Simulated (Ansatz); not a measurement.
Molecule: SnBr, net charge 0, doublet state. 
Geometry from a B3LYP-D3(BJ)/def2-TZVP (Ansatz, an electronic-structure program) optimisation:
```
Sn
Br 1 2.5465
```
Charge 0, spin multiplicity 2.

Computed values are from Ansatz. Valence correlation only, unless marked. UHF or UKS for open shells. Spin-orbit coupling is left out. Frozen are the shells of the preceding noble gas and the d and f shells that filled before the atom's block. Past Kr the def2 sets carry scalar-relativistic core potentials. Basis-set limits of correlation are two-point, X^-3; Hartree-Fock from the larger set.

What is the T1 diagnostic at CCSD/def2-QZVPPD?

0.015.

What is the vertical ionisation energy (to the singlet) at CCSD(T)/CBS(def2-TZVPPD,def2-QZVPPD)?

7.06 eV.

What is the atomisation energy De at CCSD(T)/CBS(def2-TZVPPD,def2-QZVPPD)?

81.4 kcal/mol.

What is the total energy at CCSD(T)/CBS(def2-TZVPPD,def2-QZVPPD)?

-2786.1665 Eh.

What is the dipole moment at CCSD(T)/def2-SVPD?

2.69 D.
